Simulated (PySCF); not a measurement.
Compound: C6H6O3Si.
Structure used (PBE0-D3(BJ)/def2-SVP), in Å, numbered top down from 1:
```xyz
16
C6H6O3Si angstrom
O     -3.6547   -0.0480    0.7849
C     -2.4806    0.0898    0.5419
C     -1.8323    1.4133    0.4713
C     -0.5227    1.5203    0.1873
C      0.3189    0.3447   -0.0615
O      1.5906    0.6488   -0.3309
Si     2.8544   -0.4470   -0.6365
C     -0.1811   -0.9183   -0.0123
C     -1.5880   -1.1538    0.2862
O     -2.0845   -2.2564    0.3409
H     -2.4636    2.2850    0.6574
H     -0.0202    2.4887    0.1284
H      3.0314   -1.3316    0.5489
H      4.0398    0.4154   -0.8607
H      2.5261   -1.2548   -1.8442
H      0.4342   -1.8030   -0.1943
```

Level of theory: PBE0-D3(BJ)/def2-SVP geometry optimisation, gas phase in PySCF 2.14.0.

Take the most abundant isotopes and a rigid rotor. The values belong to one conformer with, in the numbering `[O:1]=[C:2]1[CH:3]=[CH:4][C:5]([O:6][SiH3:7])=[CH:8][C:9]1=[O:10]`, C4–C5–O6–Si7 179°.

**Question.** Give the principal moments of inertia and the rotational constants in cm⁻¹.

**Answer.** Ia = 190.89, Ib = 757.10, Ic = 941.95 u·Å²; 505379 MHz·u·Å²/I gives 2647, 667.5 and 536.5 MHz, that is A = 0.08831, B = 0.02227, C = 0.01790 cm⁻¹.

**Question.** Classify the top.

**Answer.** An asymmetric top. Ray's parameter κ = (2B − A − C)/(A − C) = -0.876; −1 is the prolate and +1 the oblate limit.

**Question.** What does the inertial defect say?

**Answer.** Not planar: Δ = Ic − Ia − Ib = -6.05 u·Å². For a rigid frame Δ = −2 Σ m c², so Σ m c² = 3.02 u·Å² lies off the ab plane: 3.02 from hydrogen and 0.01 from heavier atoms. The atom farthest from that plane is 1.24 Å away.

**Question.** Give the other two planar moments, Paa and Pbb, and the rms extents of the mass along the axes.

**Answer.** Paa = Σ m a² = (Ib + Ic − Ia)/2 = 754.08 and Pbb = Σ m b² = (Ia + Ic − Ib)/2 = 187.87 u·Å². With the mass M = 154.01 u, the rms extents √(P/M) along a, b and c are 2.21, 1.10, 0.14 Å.

**Question.** Which lines would a microwave search look for?

**Answer.** The dipole components are |μa| = 5.38 D, |μb| = 2.57 D, |μc| = 0.03 D. The squared components, which scale the intensities, stand as 1.00 : 0.23 : 0.00 (a : b : c). Some lines, for components of 0.1 D or more:

```tsv
type	branch	J(Ka,Kc)	MHz	lower level (cm⁻¹)
b	R	5(1,4) ← 4(2,3)	825	0.674
a	R	1(0,1) ← 0(0,0)	1204	0.000
a	Q	4(1,3) ← 4(1,4)	1309	0.447
a	R	2(1,1) ← 1(1,0)	2539	0.111
b	Q	5(1,4) ← 5(0,5)	3196	0.595
a	R	3(0,3) ← 2(0,2)	3587	0.120
a	R	3(1,2) ← 2(1,1)	3805	0.195
a	R	4(3,1) ← 3(3,0)	4829	0.855
b	Q	5(2,3) ← 5(1,4)	5397	0.702
a	R	5(0,5) ← 4(0,4)	5899	0.399
b	Q	2(2,0) ← 2(1,1)	5946	0.195
b	R	5(1,5) ← 4(0,4)	7135	0.399
b	R	2(2,1) ← 1(1,0)	8479	0.111
b	R	2(2,0) ← 1(1,1)	8616	0.106
b	Q	3(3,0) ← 3(2,1)	10200	0.515
b	Q	4(3,2) ← 4(2,3)	10248	0.674
b	R	5(4,2) ← 4(3,1)	20340	1.016
b	R	5(4,1) ← 4(3,2)	20341	1.016
b	R	5(5,1) ← 4(4,0)	24430	1.493
```

Whether it is a minimum is left open (no frequencies). Zero-point vibration and centrifugal distortion are left out. A rigid rotor knows nothing of internal rotation, which can split or shift real lines.
